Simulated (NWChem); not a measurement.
GeSiNH$_{7}$; SMILES N[SiH2][GeH3]

```xyz
10

Si    -0.5882     1.1951    -0.0001
N      0.7363     2.3464    -0.0002
Ge     0.0770    -1.1185     0.0000
H     -1.4170     1.4526    -1.2304
H     -1.4159     1.4525     1.2309
H      1.3344     2.3589    -0.8323
H      1.3312     2.3619     0.8342
H      0.9389    -1.4411    -1.2554
H     -1.1171    -2.1158     0.0151
H      0.9631    -1.4323     1.2408
```
Atoms are numbered in this order, from 1.

Results from NWChem. Pople sets run with spherical d functions. Geometry: optimised at PBE-D3(BJ)/def2-SVP. Vertical excitations in the gas phase.

Task: Estimate the computed values for Hartree-Fock/6-31G*, TDHF. Quantities: lowest excitation, singlet (eV); oscillator strength of that lowest state; lowest state with f > 0.02, singlet (eV); oscillator strength of that bright state; orbital gap (eV).

Result: 
```yaml
lowest excitation, singlet (eV): 6.91
oscillator_strength_of_that_lowest_state: 0.039
lowest state with f > 0.02, singlet (eV): 6.91
oscillator_strength_of_that_bright_state: 0.039
orbital gap (eV): 13.13
```
